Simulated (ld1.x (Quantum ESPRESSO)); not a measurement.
u(r) = r·R(r): atom against pseudo-atom (Co)

Columns: radius, all-electron u(r) and pseudo u(r) of the 4p shell (level -4.21 eV) of cobalt in the configuration [Ar] 3d7 4s1.5 4p0; PBE, scalar-relativistic, RRKJ scheme, ld1.x (Quantum ESPRESSO) 7.5.

```json
{"r (bohr)": "0.125", "all-electron": "0.1200", "pseudo": "0.0008"}
{"r (bohr)": "0.250", "all-electron": "0.0325", "pseudo": "0.0034"}
{"r (bohr)": "0.375", "all-electron": "-0.1082", "pseudo": "0.0087"}
{"r (bohr)": "0.500", "all-electron": "-0.1902", "pseudo": "0.0178"}
{"r (bohr)": "0.625", "all-electron": "-0.2030", "pseudo": "0.0322"}
{"r (bohr)": "0.750", "all-electron": "-0.1669", "pseudo": "0.0528"}
{"r (bohr)": "0.875", "all-electron": "-0.1036", "pseudo": "0.0802"}
{"r (bohr)": "1.000", "all-electron": "-0.0283", "pseudo": "0.1141"}
{"r (bohr)": "1.125", "all-electron": "0.0496", "pseudo": "0.1537"}
{"r (bohr)": "1.250", "all-electron": "0.1247", "pseudo": "0.1975"}
{"r (bohr)": "1.375", "all-electron": "0.1944", "pseudo": "0.2435"}
{"r (bohr)": "1.500", "all-electron": "0.2574", "pseudo": "0.2896"}
{"r (bohr)": "1.625", "all-electron": "0.3132", "pseudo": "0.3340"}
{"r (bohr)": "1.750", "all-electron": "0.3620", "pseudo": "0.3750"}
{"r (bohr)": "1.875", "all-electron": "0.4039", "pseudo": "0.4118"}
{"r (bohr)": "2.000", "all-electron": "0.4394", "pseudo": "0.4438"}
{"r (bohr)": "2.125", "all-electron": "0.4690", "pseudo": "0.4710"}
{"r (bohr)": "2.250", "all-electron": "0.4931", "pseudo": "0.4937"}
{"r (bohr)": "2.375", "all-electron": "0.5122", "pseudo": "0.5123"}
{"r (bohr)": "2.500", "all-electron": "0.5267", "pseudo": "0.5267"}
{"r (bohr)": "2.625", "all-electron": "0.5370", "pseudo": "0.5370"}
{"r (bohr)": "2.750", "all-electron": "0.5435", "pseudo": "0.5435"}
{"r (bohr)": "2.875", "all-electron": "0.5467", "pseudo": "0.5467"}
{"r (bohr)": "3.000", "all-electron": "0.5470", "pseudo": "0.5470"}
{"r (bohr)": "3.125", "all-electron": "0.5446", "pseudo": "0.5446"}
{"r (bohr)": "3.250", "all-electron": "0.5400", "pseudo": "0.5400"}
```

**Question.** How many radial nodes do the two functions have?

**Answer.** The all-electron 4p function has n − l − 1 = 2; the pseudo-wave has 0, since the states of the same l below it are removed with the core.

**Question.** At about which radius was the pseudo-wave matched?

**Answer.** 2.45 bohr, where the columns begin to agree (steps of 0.12 bohr).

**Question.** Is the pseudo-wave norm-conserving?

**Answer.** Yes: the RRKJ scheme keeps the norm inside the radius equal to the all-electron one, which fixes the energy derivative of the logarithmic derivative at the level.
